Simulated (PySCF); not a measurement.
CH₇O₂PSi, SMILES C[Si](O)(O)P. Geometry: PBE-D3(BJ)/def2-SVP. The structure was generated by enumeration, and PubChem lists no compound with its InChIKey, so it may never have been made. One conformer was computed; it need not be the lowest.

The numbers are results of PBE-D3(BJ)/def2-SVP in PySCF 2.14.0, not measurements.

Harmonic wavenumbers (cm⁻¹): 113, 135, 143, 166, 219, 244, 253, 287, 357, 438, 597, 667, 683, 737, 745, 786, 855, 870, 910, 1047, 1220, 1377, 1382, 2314, 2332, 2976, 3072, 3089, 3745, 3753. Rotational constants (GHz): 3.500, 2.071, 2.035; symmetry number 1.

Task: Work out the zero-point energy and the ideal-gas rigid-rotor harmonic-oscillator thermochemistry at 298.15 K and 1 atm.

Result: ZPE = ½ Σ hcν = ½ × 35511 cm⁻¹ = 50.77 kcal/mol. H − E(el) = 56.99 kcal/mol. Entropy in cal/(mol K): translation 40.01, rotation 27.48, vibration 22.72, total 90.20. G − E(el) = 30.10 kcal/mol. Cp = 32.91 cal/(mol K). Modes under 150 cm⁻¹ make the vibrational entropy uncertain.
